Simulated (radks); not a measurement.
The numbers below are computed, except where a source is named.
Q: These are the eigenvalues of the occupied orbitals of an atom or ion with whole-number occupations (hartree). Code: a radial shooting solver on a logarithmic mesh with Libxc functionals. Model: scalar-relativistic Kohn-Sham, PBEsol, spin-polarised, spherical densities, finite nucleus; Fermi nuclear charge, rms radius of each element as measured or else 0.836 A^(1/3) + 0.57 fm.

orbital  eigenvalue
1s up     -1214.310
1s down   -1214.307
2s up     -189.9860
2s down   -189.9844
2p up     -170.8456
2p down   -170.8440
3s up     -40.55033
3s down   -40.54776
3p up     -34.34647
3p down   -34.34385
3d up     -25.04595
3d down   -25.04358
4s up      -9.36540
4s down    -9.35939
4p up      -7.41422
4p down    -7.40660
4d up      -4.55698
4d down    -4.54288
5s up      -3.02982

Which element is it, and in what charge state? The configuration may be excited. Open shells, if any, are filled with parallel spins first.

A: Z = 53, iodine, charge +6: I6+ in [Kr] 4d10 5s1. The list shows which subshells hold electrons but not how many an open one holds; the 1s level, -1214.3 hartree, gives Z - s = 49.3 by -(Z - s)^2/2, which with screening and relativity narrows Z to a few neighbours, and the depths of the outer levels then fix element, charge and occupations together.
